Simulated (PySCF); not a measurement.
Compound: C₈H₁₁P.
SMILES with atom numbers: `[CH3:1][PH:2][c:3]1[cH:4][cH:5][cH:6][c:7]([CH3:8])[cH:9]1`

Cartesian coordinates in Å at the GFN2-xTB level; atoms count from 1:
```xyz
20
C8H11P angstrom
C      2.9422    1.0416    0.3964
P      2.3707    0.0447   -1.0626
C      0.7229   -0.4241   -0.4166
C      0.4469   -1.6900    0.0838
C     -0.8240   -1.9855    0.5428
C     -1.8222   -1.0287    0.5016
C     -1.5674    0.2404   -0.0051
C     -2.6556    1.2683   -0.0816
C     -0.2909    0.5259   -0.4656
H      2.4126    1.9931    0.4040
H      2.7558    0.5173    1.3317
H      4.0070    1.2382    0.2882
H      3.0033   -1.1410   -0.6664
H      1.2237   -2.4417    0.1141
H     -1.0374   -2.9677    0.9397
H     -2.8122   -1.2686    0.8628
H     -3.1555    1.2052   -1.0488
H     -3.4004    1.1045    0.6939
H     -2.2511    2.2728    0.0214
H     -0.0736    1.5061   -0.8709
```

NICS is the negative of the GIAO shielding at a point without a nucleus: at the ring centre (0) and 1 Å above and below it (1); zz is the component along the ring normal. Level: GIAO PBE0/pcSseg-1 (PySCF, non-relativistic, gas phase) on the GFN2-xTB geometry, one conformer.

Ring bond lengths (Å), with Mayer bond orders in brackets: C3–C4 1.389 (1.41), C4–C5 1.383 (1.44), C5–C6 1.383 (1.44), C6–C7 1.390 (1.40), C7–C9 1.387 (1.41), C9–C3 1.390 (1.39).

Q: Give the NICS values of each ring in ppm.

A: 
```
             ring                                              type  NICS(0)  NICS(1), two faces  NICS(1)zz, two faces  rms pucker (Å)  centre to ring atoms, mean (Å)
C3–C4–C5–C6–C7–C9  6-membered carbocycle; formal bonds all aromatic     -8.2       -11.0 / -11.1         -27.3 / -27.0            0.00                            1.39
```

Q: What do they say, and how far can they be read as aromaticity?

A: 
- C3–C4–C5–C6–C7–C9: mean NICS(1)zz -27.1 ppm, shielded. For a flat ring without four-coordinate atoms the NICS criterion counts such a value as aromatic.

Q: What does the geometric index give? Use HOMA with the parameters of Krygowski (1993).

A: 
- C3–C4–C5–C6–C7–C9: HOMA 1.00 = 1 − EN − GEO, with mean bond length 1.387 Å, EN = α(Ropt − mean)² = 0.000 and GEO = α × variance = 0.002. The geometric and the magnetic index point the same way.

Q: At the second NICS(1) probe listed for ring C3–C4–C5–C6–C7–C9, 1 Å off the ring, how large is the induced field along the normal in 1 T applied along it?

A: NICSzz × B0 = -27.0 ppm × 1 T = -27 μT, against the applied field.
